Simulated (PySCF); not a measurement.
# Correlation energy of Sr³⁰⁺ (strontium, charge +30)

[He] 2s2 2p4, high-spin 3P determinant. All numbers are calculated (PySCF 2.14, no relativity, point nucleus, in an uncontracted even-tempered set (18 s from 8.7 bohr⁻², ratio 2.2; 11 p from 11 bohr⁻², ratio 2.2; 6 d from 52 bohr⁻², ratio 2.4; 5 f from 77 bohr⁻², ratio 2.4; 4 g from 120 bohr⁻², ratio 2.4)). Frozen: nothing; 8 electrons correlated; the 14 highest virtual orbitals of each spin left out.

MP2 pair energies summed by pair of shells (mhartree):

| pair | energy | share (%) |
| --- | --- | --- |
| 2s-2p | -90.18 | 33.7 |
| 2p-2p | -85.13 | 31.8 |
| 1s-1s | -37.29 | 13.9 |
| 1s-2p | -32.05 | 12.0 |
| 2s-2s | -13.04 | 4.9 |
| 1s-2s | -9.60 | 3.6 |

Total MP2 correlation energy: -267.29 mhartree.

At this charge a non-relativistic calculation is a model, useful for the Z dependence of the correlation energy.

Spin-orbit coupling is strong in this species, so the high-spin LS determinant is a model state.
